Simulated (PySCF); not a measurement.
# Exercise with solution: chemical shift, span and skew from a shielding tensor

B(H)(Cl)(Me) (CH4BCl), SMILES CBCl. Atoms are numbered in the order given.

```xyz
7

B     -0.6109    -0.4534     0.0000
H     -1.7999    -0.4739     0.0000
Cl     0.1218     1.1464     0.0000
C      0.2487    -1.7433     0.0000
H     -0.0168    -2.3562     0.8695
H     -0.0168    -2.3562    -0.8695
H      1.3251    -1.5766     0.0000
```

Coordinates come from a B3LYP-D3(BJ)/def2-TZVP optimisation.

GIAO shieldings from KT2/pcSseg-2 (PySCF), non-relativistic, no solvent. The symmetric part of the tensor of C4 has the principal values 140.5, 172.7, 185.6 ppm. The same nucleus in TMS has σ = 184.2 ppm at this level (PySCF, at its B3LYP-D3(BJ)/def2-TZVP geometry). Without spin–orbit terms, shifts of atoms bonded to Cl or Br come out too high.

Work out the isotropic shielding, the ¹³C shift against TMS, the span and the skew.


σ(iso) = (σ11 + σ22 + σ33)/3 = 166.3 ppm. δ = σ(ref) − σ(iso) = 184.2 − (166.3) = 17.9 ppm.
Span Ω = σ33 − σ11 = 45.1 ppm. Skew κ = 3(σ(iso) − σ22)/Ω = -0.43. Tumbling in solution averages the tensor to δ; in a static solid the shielding alone would spread this spin-1/2 line over Ω.
